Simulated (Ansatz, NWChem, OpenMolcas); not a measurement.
How basis sets differ on GeF2 (SMILES [F][Ge][F])

GeF2 has 3 atoms, charge 0, and is taken as a singlet. SMILES: `[F][Ge][F]`. The coordinates come from a PBE0-D4/def2-TZVP relaxation.

```xyz
3

F    -0.6759   -1.1018   -0.4975
Ge    0.6375   -0.2952    0.3202
F     0.0276    1.3321    0.1641
```

Quantity: the dipole moment, in D. The values are calculated.

| level | kind | program | value (D) | CPU time |
| --- | --- | --- | --- | --- |
| HF/ANO-R0 (sfX2C) | Hartree–Fock | OpenMolcas | 0.74 | 2.9 s |
| HF/STO-3G | Hartree–Fock | OpenMolcas | 0.92 | 2.3 s |
| HF/3-21G | Hartree–Fock | NWChem | 2.66 | 2 s |
| HF/6-31G | Hartree–Fock | NWChem | 3.36 | 8.1 s |
| HF/def2-SVP | Hartree–Fock | NWChem | 2.76 | 7.3 s |
| HF/aug-pcseg-1 (sfX2C) | Hartree–Fock | Ansatz | 2.79 | 1.2 s |
| HF/def2-TZVPP | Hartree–Fock | OpenMolcas | 2.70 | 20 s |

All-electron rows without a relativistic Hamiltonian named are non-relativistic. The values span 0.74 to 3.36 D. Magnitudes only: a small dipole may point the other way at some levels. Sets without polarisation functions give poor dipoles. Without the sets that lack polarisation functions the rows with a basis span only 2.70 to 2.79 D. Times are those of the runs behind each value, whatever else they computed, on shared processors of several kinds: orders of magnitude only.
